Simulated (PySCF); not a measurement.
CH₃CdCl, SMILES [CH3][Cd][Cl].

Geometry optimised at B3LYP-D3(BJ)/def2-TZVP. The def2 effective core potentials stand for the cores of Cd; spin–orbit coupling is left out.

The numbers are results of IEF-PCM-ωB97X/def2-SVP (PySCF), not measurements.

The values are the electrostatic part of the solvation free energy, E(continuum) − E(gas) at the gas-phase geometry, in a cavity of scaled van der Waals radii (PySCF's table); cavitation and dispersion terms are not included. A continuum can't describe solvent molecules that bind to the metal. In vacuum the orbital gap is 11.62 eV. The dipole moment in vacuum is 3.00 D.

```json
[
 {"solvent": "water", "ε": "78.36", "ΔG(elec) (kcal/mol)": "-11.6", "dipole (D)": "3.59", "gap (eV)": "11.72"},
 {"solvent": "cyclohexanone", "ε": "15.62", "ΔG(elec) (kcal/mol)": "-10.6", "dipole (D)": "3.56", "gap (eV)": "11.71"},
 {"solvent": "chlorobenzene", "ε": "5.70", "ΔG(elec) (kcal/mol)": "-8.8", "dipole (D)": "3.49", "gap (eV)": "11.70"}
]
```
